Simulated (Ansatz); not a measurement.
C$_{9}$H$_{10}$O$_{3}$SiW (`[CH3][W-3]1234([C]#[O+])([C]#[O+])([C]#[O+])[C@@H]5[C@H]1[C@H]2[C@@]3([SiH3])[C@@H]54`), 24 atoms. Charge 0, multiplicity 1. Correlated methods include outer-core shells of W, which these sets cover unevenly. W takes the def2 core potential. Hardware: A = 11 threads of an AMD EPYC 7R13 on a shared host and a whole NVIDIA H100 80 GB; B = 11 threads of an AMD EPYC 7R13 on a shared host. Correlated methods freeze the cores.

How many basis functions does each run have, and how long does it take in Ansatz? RHF-CCSD(T)/def2-SVP energy [A]; RKS SPW92 (LDA)/def2-TZVPP energy [A]; RKS PBE-QIDH (frozen core)/def2-TZVPP energy [A]; RKS PBE0-D4/def2-TZVP relaxation (16 steps) [A]; RKS PBE0-D4/def2-SVP energy [B]; RHF-CCSD(T)/def2-TZVPP energy [A]; RHF-MP2/def2-QZVPP energy [A]; direct RPA on PBE orbitals/def2-TZVPP energy [A]; RKS BHLYP-D4/def2-TZVPP energy [A]; RKS revPBE-D4/def2-TZVPP energy [A]; RKS ωB97M-V/def2-QZVPP energy [A]; RKS ωB97M-V/def2-SVP energy [B]. (Estimate.)

Computed: Other jobs shared the machine, so times are rough.

```json
{"level": "RKS SPW92 (LDA)/def2-TZVPP", "job": "energy [A]", "functions": "610", "wall time": "14 s", "peak host memory (GiB)": "1.2"}
{"level": "RKS revPBE-D4/def2-TZVPP", "job": "energy [A]", "functions": "610", "wall time": "15 s", "peak host memory (GiB)": "1.2"}
{"level": "RKS BHLYP-D4/def2-TZVPP", "job": "energy [A]", "functions": "610", "wall time": "16 s", "peak host memory (GiB)": "1.6"}
{"level": "RKS PBE-QIDH (frozen core)/def2-TZVPP", "job": "energy [A]", "functions": "610", "wall time": "17 s", "peak host memory (GiB)": "4.3"}
{"level": "RHF-CCSD(T)/def2-SVP", "job": "energy [A]", "functions": "268", "wall time": "18 s", "peak host memory (GiB)": "1.6"}
{"level": "direct RPA on PBE orbitals/def2-TZVPP", "job": "energy [A]", "functions": "610", "wall time": "19 s", "peak host memory (GiB)": "4.3"}
{"level": "RKS PBE0-D4/def2-SVP", "job": "energy [B]", "functions": "268", "wall time": "19 s", "peak host memory (GiB)": "1.8"}
{"level": "RHF-MP2/def2-QZVPP", "job": "energy [A]", "functions": "1135", "wall time": "22 s", "peak host memory (GiB)": "2"}
{"level": "RKS ωB97M-V/def2-QZVPP", "job": "energy [A]", "functions": "1135", "wall time": "23 s", "peak host memory (GiB)": "2.1"}
{"level": "RKS ωB97M-V/def2-SVP", "job": "energy [B]", "functions": "268", "wall time": "42 s", "peak host memory (GiB)": "2.3"}
{"level": "RKS PBE0-D4/def2-TZVP", "job": "relaxation (16 steps) [A]", "functions": "509", "wall time": "2.1 min", "peak host memory (GiB)": "1.5"}
{"level": "RHF-CCSD(T)/def2-TZVPP", "job": "energy [A]", "functions": "610", "wall time": "2.4 min", "peak host memory (GiB)": "4.1"}
```
